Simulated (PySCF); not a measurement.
## A single-point calculation

[TbCl4]− (singlet in the valence; each metal's 4f electrons, 8 of them, lie in its core potential, out of spins and levels). PySCF 2.14.0, RKS BP86, Tb lcecp-1-SVP with ECP54, Cl def2-SVP; non-relativistic Hamiltonian with scalar-relativistic core potentials where named; density fitting; no spin-orbit coupling. Purpose: level BP86.

```python
mol = gto.M(atom='''
Tb    -0.00000    -0.00000     0.00000
Cl     1.46881     1.46881     1.46881
Cl    -1.46881    -1.46881     1.46881
Cl     1.46881    -1.46881    -1.46881
Cl    -1.46881     1.46881    -1.46881''',
    basis={'Tb': 'lcecp-1-SVP', 'Cl': 'def2-SVP'},
    ecp={'Tb': 'lcecp-1-SVP'},
    charge=-1, spin=0)
mf = dft.RKS(mol, xc='B88,P86')
mf.grids.atom_grid = (75, 302)  # f atoms: unpruned, at least (60, 302)
mf = mf.density_fit()  # fitting sets: Tb AutoAux, Cl def2-universal-JKFIT
mf.conv_tol = 1e-08; mf.max_cycle = 55
mf.kernel(dm0)  # dm0: converged density of the relaxed state
mf.nuc_grad_method().kernel()
```

Run from Python with OMP_NUM_THREADS=2; the lines above give its settings. Where DIIS fails, smearing, a level shift and second-order steps follow.
It took 5.9 s on 2 threads of Arm Neoverse V1, on a shared host, from an already converged density.

Where do the frontier levels lie, over both spins?

HOMO -3.17 eV, LUMO 2.92 eV. The 4f levels lie in the core potential and are missing.

What does the SCF print?


```
init E= -1877.40694818029
cycle= 1 E= -1877.40813853166  delta_E= -0.00119  |g|= 0.0803  |ddm|= 0.299
cycle= 2 E= -1877.40187723356  delta_E= 0.00626  |g|= 0.157  |ddm|= 0.343
cycle= 3 E= -1877.4104680926  delta_E= -0.00859  |g|= 0.00538  |ddm|= 0.221
cycle= 4 E= -1877.41047757683  delta_E= -9.48e-06  |g|= 0.00078  |ddm|= 0.0109
cycle= 5 E= -1877.41047771258  delta_E= -1.36e-07  |g|= 0.000295  |ddm|= 0.00107
cycle= 6 E= -1877.41047773554  delta_E= -2.3e-08  |g|= 3.26e-05  |ddm|= 0.000314
cycle= 7 E= -1877.41047773592  delta_E= -3.8e-10  |g|= 1.51e-06  |ddm|= 4.65e-05
Extra cycle  E= -1877.41047773591  delta_E= 9.09e-12  |g|= 3.2e-06  |ddm|= 6.42e-06
converged SCF energy = -1877.41047773591
```

What are the Mulliken charges and spins?


| atom | charge (e) | spin (e) |
| --- | --- | --- |
| Tb1 | 0.529 | 0.000 |
| Cl2 | -0.382 | 0.000 |
| Cl3 | -0.382 | 0.000 |
| Cl4 | -0.382 | 0.000 |
| Cl5 | -0.382 | 0.000 |
The spin of the 4f electrons in the core isn't counted.

What forces act on the atoms (eV/Å)?


```
Tb   0.00  0.00  0.00
Cl   0.06  0.06  0.06
Cl  -0.06 -0.06  0.06
Cl   0.06 -0.06 -0.06
Cl  -0.06  0.06 -0.06
```
Forces carry noise of the integration grid, about 0.01 to 0.03 eV/Å.

The geometry was relaxed with PBE0 (Tb lcecp-1-SVP with ECP54, Cl def2-SVP).

An lcecp potential fixes the number of 4f electrons, so in runs with it no electron can move into or out of that shell.
